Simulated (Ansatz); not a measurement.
`CN(C)c1ccc(-c2ccc(-c3ccc(-c4ccc(-c5ccc(-c6ccc(C#N)[se]6)[se]5)[se]4)[se]3)[se]2)[se]1`, relaxed as a singlet with RKS r2SCAN-D4/def2-SVP in Ansatz, starting from the GFN2-xTB geometry. Force threshold 0.03 eV/Å.

Single mean-field runs in def2-SVP are fitted with def2-universal-jkfit.

Start:

Cartesian coordinates in Å:
```
C -6.854 -9.175 0.536
N -5.688 -8.398 0.184
C -4.428 -9.092 0.179
C -5.702 -7.049 0.380
C -6.793 -6.249 0.632
C -6.533 -4.872 0.681
C -5.227 -4.487 0.496
C -4.694 -3.172 0.501
C -5.374 -1.996 0.751
C -4.608 -0.830 0.708
C -3.267 -0.998 0.425
C -2.270 0.009 0.343
C -2.434 1.368 0.518
C -1.276 2.136 0.400
C -0.115 1.447 0.123
C 1.175 2.008 -0.050
C 2.358 1.348 -0.306
C 3.490 2.157 -0.434
C 3.281 3.510 -0.292
C 4.241 4.549 -0.383
C 4.004 5.900 -0.253
C 5.118 6.728 -0.385
C 6.315 6.093 -0.630
C 7.583 6.710 -0.800
C 8.789 6.088 -1.045
C 9.895 6.935 -1.169
C 9.620 8.276 -1.029
C 10.542 9.318 -1.108
N 11.312 10.170 -1.175
Se 7.794 8.582 -0.704
Se 6.069 4.223 -0.718
Se 1.458 3.868 0.053
Se -0.467 -0.404 -0.017
Se -2.876 -2.824 0.161
Se -4.136 -6.003 0.208
H -6.960 -9.295 1.620
H -7.749 -8.692 0.149
H -6.772 -10.161 0.081
H -3.700 -8.515 -0.400
H -4.555 -10.064 -0.298
H -4.024 -9.242 1.189
H -7.786 -6.633 0.782
H -7.317 -4.156 0.861
H -6.427 -1.980 0.974
H -5.037 0.141 0.889
H -3.394 1.807 0.731
H -1.267 3.211 0.518
H 2.386 0.272 -0.396
H 4.479 1.767 -0.631
H 3.008 6.273 -0.060
H 5.062 7.804 -0.298
H 8.860 5.013 -1.134
H 10.894 6.578 -1.361
```

Question: Estimate the energy that the relaxation releases and the steps that it takes.

Answer: 0.25 eV, in 8 steps; 67 s on 5 threads of AMD EPYC 7R13 on a shared host and a share (37 GiB) of an NVIDIA H100 80GB HBM3. No frequencies were taken in this run, so the end may be a saddle point.

Question: Does the start keep its bonding and symmetry?

Answer: By distances, no bond broke or formed. The bond that changes most is C28–N29, from 1.15 to 1.17 Å (atoms count from 1).

Question: Predict the relaxed structure.

Answer: 
Cartesian coordinates in Å:
```
C -6.878 -9.239 0.462
N -5.673 -8.483 0.188
C -4.397 -9.164 0.209
C -5.724 -7.129 0.351
C -6.837 -6.336 0.617
C -6.578 -4.948 0.686
C -5.265 -4.542 0.500
C -4.738 -3.212 0.532
C -5.425 -2.029 0.804
C -4.660 -0.849 0.773
C -3.307 -0.997 0.477
C -2.316 0.030 0.387
C -2.503 1.404 0.541
C -1.353 2.200 0.405
C -0.164 1.529 0.134
C 1.144 2.066 -0.053
C 2.339 1.400 -0.315
C 3.482 2.211 -0.450
C 3.282 3.580 -0.307
C 4.233 4.643 -0.389
C 4.019 6.011 -0.249
C 5.157 6.830 -0.380
C 6.356 6.175 -0.632
C 7.662 6.733 -0.811
C 8.862 6.073 -1.060
C 10.002 6.892 -1.192
C 9.769 8.253 -1.055
C 10.703 9.302 -1.136
N 11.464 10.187 -1.201
Se 7.947 8.596 -0.726
Se 6.063 4.309 -0.722
Se 1.455 3.929 0.038
Se -0.499 -0.331 0.031
Se -2.924 -2.824 0.188
Se -4.168 -6.062 0.202
H -7.167 -9.204 1.532
H -7.718 -8.845 -0.132
H -6.719 -10.287 0.174
H -3.694 -8.670 -0.483
H -4.529 -10.198 -0.138
H -3.935 -9.183 1.217
H -7.835 -6.750 0.768
H -7.372 -4.224 0.885
H -6.493 -2.026 1.033
H -5.096 0.132 0.976
H -3.487 1.830 0.751
H -1.382 3.289 0.506
H 2.379 0.311 -0.408
H 4.472 1.794 -0.656
H 3.024 6.419 -0.052
H 5.105 7.919 -0.290
H 8.912 4.984 -1.145
H 11.003 6.501 -1.387
```
Bond lengths: 24 × C–C 1.39 to 1.43 Å; 12 × C–Se 1.88 to 1.90 Å; 4 × C–N 1.17 to 1.45 Å; 18 × C–H 1.09 to 1.11 Å.
